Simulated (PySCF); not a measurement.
ZrH₃, SMILES [ZrH3] (connectivity only; charge and spin as stated), neutral, multiplicity 2.

Geometry optimised at B3LYP-D3(BJ)/def2-TZVPD. A frequency run showed that this geometry is not a minimum. The multiplicity is an assumed one; other spin states were not compared. The def2 effective core potentials stand for the cores of Zr; spin–orbit coupling is left out.

Computed with PySCF with B3LYP-D3(BJ)/def2-TZVPD.

Frequencies are harmonic and unscaled.

Modes within 1.5 cm⁻¹ of each other (mostly degenerate sets) share a row, with their intensities summed.

```csv
mode,ν (cm⁻¹),IR (km/mol),moving atoms (share of kinetic energy)
1,194i,258.4,H 97 %
2–3,690,117.8,H 99 %
4–5,1627,1182.6,H 98 %
6,1657,0.0,H 100 %
```
